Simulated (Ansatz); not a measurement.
```yaml
crystal:
  periodic: [false, false, false]
  atoms:
    - {symbol: C, position_ang: [-0.481696, 0.578045, 1.588608]}
    - {symbol: O, position_ang: [0.125622, 0.233503, 0.360870]}
    - {symbol: C, position_ang: [0.410612, -1.175915, 0.177429]}
    - {symbol: Al, position_ang: [0.745508, -1.141123, -1.804219]}
    - {symbol: Ga, position_ang: [-0.087656, 1.194031, -1.629092]}
    - {symbol: H, position_ang: [0.160427, 0.278892, 2.422957]}
    - {symbol: H, position_ang: [-1.456420, 0.087800, 1.687808]}
    - {symbol: H, position_ang: [-0.615156, 1.659724, 1.601122]}
    - {symbol: H, position_ang: [1.213214, -1.467409, 0.865524]}
    - {symbol: H, position_ang: [-0.481111, -1.758176, 0.453719]}
    - {symbol: H, position_ang: [1.282276, -2.420040, -2.588497]}
    - {symbol: H, position_ang: [0.833109, 2.466851, -1.469962]}
    - {symbol: H, position_ang: [-1.648737, 1.463816, -1.666237]}
basis:
  gaussian: {orbitals: def2-mTZVP}
hamiltonian: {xc: {name: HF}}
correlation: {method: mp2, frozen_orbitals: {C: 9}}
accuracy: high
```

```sh
$ ansatz run in.yaml --threads 2 --pin off --events-out ev --progress --plain --max-ram 31744MiB --backend cpu
```

Shortened log:

```
Functional definition: HF
Error: "frozen_orbitals" has no count for O
```

In this input frozen orbitals are typed for one element alone, and the program wants a count for each. The program refused the input.
